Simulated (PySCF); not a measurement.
**C³⁺ (carbon, charge +3): UHF calculation**

Configuration: [He] 2s1, 2S determinant. Calculation: PySCF 2.14, in Sapporo-DZP-2012 (4s3p1d, 18 functions); scalar relativity by spin-free X2C-1e.

- Total energy: -34.733837 hartree
- One-electron energy: -40.1260 hartree
- Hartree (Coulomb) energy: 9.3458 hartree
- Exchange energy: -3.9536 hartree
- ⟨S²⟩: 0.7500
- ⟨L²⟩: 0.000
- Sum of ⟨r⟩: 1.821 bohr
- Sum of ⟨r²⟩: 2.118 bohr²
- Langevin diamagnetic susceptibility: -1.68 ×10⁻⁶ cm³/mol
- Time after the integrals: 0.04 s of wall time on 1 thread of Intel(R) Xeon(R) Platinum 8375C CPU @ 2.90GHz (shared host)

```csv
shell,electrons,mean orbital energy (hartree),"rms radius, mean of both spins (bohr)"
1s α,1,-13.53164,0.310
1s β,1,-13.44634,0.310
2s α,1,-2.36371,1.39
```
